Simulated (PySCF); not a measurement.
# Correlation energy of Fe¹¹⁺ (iron, charge +11)

Starting occupation: [Ne] 3s2 3p3, 3p1/2 with m_j = -1/2, +1/2, 3p3/2 with m_j = +3/2. All numbers are calculated (PySCF 2.14, X2C-1e with screened-nucleus spin-orbit coupling, Gaussian nucleus, in an uncontracted even-tempered set (20 s from 0.76 bohr⁻², ratio 2.4; 13 p from 0.98 bohr⁻², ratio 2.4; 5 d from 5 bohr⁻², ratio 2.6; 4 f from 7.5 bohr⁻², ratio 2.6)). Frozen: 1s2; 13 electrons correlated; the 52 highest virtual spinors left out.

MP2 pair energies summed by pair of shells (mhartree):

```
 pair   energy  share (%)
2p-2p  -193.13       41.8
3p-3s   -72.46       15.7
2p-2s   -57.13       12.4
2p-3p   -50.82       11.0
2p-3s   -30.72        6.6
3p-3p   -22.71        4.9
2s-2s   -10.20        2.2
3s-3s   -10.19        2.2
2s-3p    -9.24        2.0
2s-3s    -5.61        1.2
```

Total MP2 correlation energy: -462.20 mhartree.

The GHF reference relaxed away from the jj start to a determinant that is no pure jj level (⟨S²⟩ = 3.69, ⟨J²⟩ = 3.75); the energies belong to that determinant.
